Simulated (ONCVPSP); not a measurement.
## Ranking ONCV potentials for zirconium (Zr)

All share these settings but for the change named:

- Element: Zr (Z = 40)
- Generator: ONCVPSP 4.0.1
- Type: optimised norm-conserving Vanderbilt (ONCV)
- Functional: LDA (Perdew-Zunger)
- Relativity: scalar-relativistic
- Frozen core: [Ar] 3d10
- Valence charge: 12
- Reference configuration: 4s2 4p6 4d2 5s2
- Partial waves: 4s+5s: rc 2.25 bohr, ncon 4, nbas 8, qcut 5.4 1/bohr, 2 projectors; 4p: rc 1.90 bohr, ncon 4, nbas 8, qcut 5.6 1/bohr, 2 projectors, debl 3.6 Ha; 4d: rc 2.50 bohr, ncon 4, nbas 9, qcut 5.7 1/bohr, 1 projector
- Local potential: polynomial inside 1.45 bohr (lpopt 5, dvloc0 6 Ha)
- Core correction: none

Test errors are all-electron minus pseudo excitation energies from the reference, over 4s2 4p6 4d2 5s1; 4s2 4p6 4d2 5s0; 4s2 4p6 4d1 5s0; 4s2 4p6 4d2 5s1.5. None of these files shows a bound ghost.

The base gives 8.0 meV.

Of 7 variants that were run, those that failed, showed a ghost or another fault, or gave nearly equal values are left out.

A variant can come out equal or close to the base, since the largest error may sit in a test that the change hardly touches while other tests move.

Question: Rank these variants by their largest absolute test error, smallest first.
A. core correction Teter function fitted to the true core (icmod 2), fcfact 0.6
B. functional PBE
C. s: qcut 4; p: qcut 4.2; d: qcut 4.2

Answer: B (8.6 meV), A (10.9 meV), C (17.7 meV).
